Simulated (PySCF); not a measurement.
# Ti⁹⁺: ionisation energy

Ti⁹⁺ [Ne] 3s2 3p1 (2P) → Ti¹⁰⁺ [Ne] 3s2 (1S), as a difference of total energies. Computed with PySCF 2.14 in an even-tempered Gaussian basis (18 s from 0.32 bohr⁻², ratio 2.5; 12 p from 0.42 bohr⁻², ratio 2.5; 5 d from 2.8 bohr⁻², ratio 2.7; 5 f from 4.2 bohr⁻², ratio 2.7), with the non-relativistic Hamiltonian (point nucleus). Correlated levels: outer shells: 1s2 frozen; virtual orbitals above 40 to 60 times the deepest correlated orbital energy dropped. The calculations carry no spin-orbit coupling.

| method | ionisation energy (eV) |
| --- | --- |
| UHF | 214.94 |
| LDA | 216.05 |
| PBE | 216.10 |
| PBE0 | 216.05 |
| r2SCAN | 216.17 |
| BP86 | 216.24 |
| TPSS | 216.23 |
| MP2 (outer shells) | 215.45 |
| SCS-MP2 (outer shells) | 215.39 |

Q: How much does correlation contribute at MP2 (outer shells)?

A: 215.45 − (214.94) = 0.51 eV, measured against UHF.

A first-order spin-orbit estimate (lowest level to lowest level, LS coupling) adds 0.573 eV.

These non-relativistic numbers lack the scalar-relativistic shift.

For comparison: 215.92 ± 0.12 eV (measured; NIST Atomic Spectra Database, ionization energies).
